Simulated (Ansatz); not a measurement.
Species: C$_{9}$H$_{10}$BNSi, SMILES `Bc1cc([SiH3])cc2ncccc12` (charge 0, multiplicity 1).

Q: Give a relaxed geometry from PBE-D3(BJ)/def2-SVP (Ansatz, an electronic-structure program).

A: Several could match; the one computed here: the end point of this relaxation, one of several conformers (outside a Z-matrix the atoms follow the SMILES, hydrogens last).
Z-matrix (Å, degrees):
```
C
C 1 1.4230
C 2 1.3863 1 119.53
H 2 1.0990 3 121.07 1 -179.99
H 3 1.1004 2 121.08 4 0.00
C 3 1.4222 5 119.93 2 -180.00
N 6 1.3236 3 123.79 5 -179.99
C 7 1.3669 6 117.73 3 0.00
H 6 1.1057 7 116.60 8 -180.00
C 8 1.4277 7 117.36 6 179.99
C 10 1.3949 8 121.96 7 -179.98
H 10 1.1015 11 122.03 8 179.99
C 11 1.4254 10 117.88 12 179.99
H 13 1.1029 11 119.11 10 -179.98
C 13 1.4061 14 117.31 11 -179.93
B 15 1.5420 13 117.92 14 0.12
H 16 1.2164 15 123.05 13 179.63
H 16 1.2173 17 118.28 4 -179.56
Si 11 1.8914 10 121.27 12 -0.02
H 19 1.5029 11 109.09 10 0.73
H 19 1.5053 20 109.52 12 120.36
H 19 1.5053 20 109.57 21 118.15
```
